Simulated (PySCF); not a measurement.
A structure optimised at PBE0-D3(BJ)/def2-SVP, used in a PySCF frequency run:

```
O
C 1 1.4004
H 2 1.1027 1 108.38
H 2 1.1064 3 107.59 1 122.08
H 2 1.1085 3 107.33 4 115.63
Sn 1 1.9748 2 121.11 3 179.44
H 6 1.6994 1 105.19 2 -171.56
H 6 1.7093 7 119.15 1 123.88
Cl 6 2.3556 7 109.25 1 -113.57
```

Question: Write its SMILES and formula.

Answer: C[O][SnH2][Cl], CH₅ClOSn

Question: What are its rotational constants (standard atomic weights)?

Answer: 3.8370, 2.2194, 1.4918 GHz
